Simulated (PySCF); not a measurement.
Compound: C7H9O (doublet state).
Geometry (GFN2-xTB, Å), atoms numbered from 1 in this order:
```xyz
17
C7H9O angstrom
C      2.7363    0.0805   -0.7229
C      1.8260   -0.7535   -0.2382
C      0.4328   -0.4293    0.0179
C     -0.4833   -1.3380    0.5260
C     -1.8365   -0.7262    0.6869
C     -1.6522    0.7211    0.2002
C     -0.2051    0.7912   -0.1872
O      0.3577    1.9309   -0.6709
H      2.4933    1.0985   -0.9695
H      3.7545   -0.2307   -0.8878
H      2.0961   -1.7742    0.0030
H     -0.2736   -2.3587    0.7812
H     -2.5885   -1.2595    0.0970
H     -2.1703   -0.7637    1.7288
H     -1.8864    1.4477    0.9862
H     -2.3002    0.9489   -0.6538
H     -0.3077    2.6273   -0.7069
```

The hyperfine couplings belong to this conformer and change with its torsions.

Identity: `O[C]1C(C=C)=CCC1` [radical].

The calculation used UKS B3LYP, pcH-1 on C H O, non-relativistic, mean-field spin-orbit, GIAO (PySCF 2.14.0). Isolated species at its GFN2-xTB geometry (one conformer only). The geometry wasn't refined by DFT: couplings that depend on bond lengths, twists or pyramidal angles can differ widely from those at the functional's own minimum. No stability test was run, so a lower SCF solution isn't excluded. ⟨S²⟩ is 0.781 where a pure state has 0.75.

Mulliken spin populations: C1 -0.085, C2 +0.056, C3 -0.209, C4 +0.654, C5 -0.050, C6 -0.046, C7 +0.535, O8 +0.072, H9 +0.003, H10 +0.004, H11 -0.003, H12 -0.031, H13 +0.023, H14 +0.023, H15 +0.029, H16 +0.029, H17 -0.003. Main spin sites, with 60 % or more of the largest population: C4, C7; positions count bonds from the nearest.

What dipolar couplings does the calculation give for H9, H10, H11, H13, H14, H15, H16, H17?

```json
{"atom": "H9", "position": "4 bonds from C7", "distance from C4 (Å)": "4.13", "T1 (MHz)": "-4.42", "T2": "-2.08", "T3": "6.49"}
{"atom": "H10", "position": "4 bonds from C7", "distance from C4 (Å)": "4.60", "T1 (MHz)": "-1.63", "T2": "-0.93", "T3": "2.56"}
{"atom": "H11", "position": "3 bonds from C4", "distance from C4 (Å)": "2.67", "T1 (MHz)": "-1.67", "T2": "-1.57", "T3": "3.24"}
{"atom": "H13", "position": "2 bonds from C4", "distance from C4 (Å)": "2.15", "T1 (MHz)": "-3.78", "T2": "-2.02", "T3": "5.80"}
{"atom": "H14", "position": "2 bonds from C4", "distance from C4 (Å)": "2.15", "T1 (MHz)": "-3.77", "T2": "-2.02", "T3": "5.80"}
{"atom": "H15", "position": "2 bonds from C7", "distance from C4 (Å)": "3.15", "T1 (MHz)": "-3.48", "T2": "-1.90", "T3": "5.38"}
{"atom": "H16", "position": "2 bonds from C7", "distance from C4 (Å)": "3.15", "T1 (MHz)": "-3.49", "T2": "-1.90", "T3": "5.39"}
{"atom": "H17", "position": "2 bonds from C7", "distance from C4 (Å)": "4.16", "T1 (MHz)": "-8.00", "T2": "-5.59", "T3": "13.59"}
```

Estimate them with point dipoles: put each population ρk at its nucleus, leave out the nucleus itself and the atom bound to it, and sum T = Σ [ρk/(2S)]·C·(3 n nᵀ − 1)/r³ with C = μ0 gₑ μB g_N μN/(4π h) = 79.06 MHz Å³.

```json
{"atom": "H9", "T1 (MHz)": "-2.74", "T2": "-1.26", "T3": "4.01", "T3, computed": "6.49", "difference in T3 (%)": "-38"}
{"atom": "H10", "T1 (MHz)": "-1.28", "T2": "-0.85", "T3": "2.13", "T3, computed": "2.56", "difference in T3 (%)": "-17"}
{"atom": "H11", "T1 (MHz)": "-3.23", "T2": "-1.25", "T3": "4.48", "T3, computed": "3.24", "difference in T3 (%)": "+38"}
{"atom": "H13", "T1 (MHz)": "-5.42", "T2": "-4.50", "T3": "9.92", "T3, computed": "5.80", "difference in T3 (%)": "+71"}
{"atom": "H14", "T1 (MHz)": "-5.43", "T2": "-4.50", "T3": "9.92", "T3, computed": "5.80", "difference in T3 (%)": "+71"}
{"atom": "H15", "T1 (MHz)": "-4.84", "T2": "-3.81", "T3": "8.65", "T3, computed": "5.38", "difference in T3 (%)": "+61"}
{"atom": "H16", "T1 (MHz)": "-4.86", "T2": "-3.80", "T3": "8.66", "T3, computed": "5.39", "difference in T3 (%)": "+61"}
{"atom": "H17", "T1 (MHz)": "-6.22", "T2": "-6.14", "T3": "12.37", "T3, computed": "13.59", "difference in T3 (%)": "-9"}
```

On one thread of an Arm Neoverse V1 (shared host), this took 74 s of wall time (with the writing of density and orbital grids) and 1.1 GiB of memory at its peak.

The SMILES draws the unpaired electron on C7; the largest computed Mulliken spin population is on C4 (0.65 against 0.53).
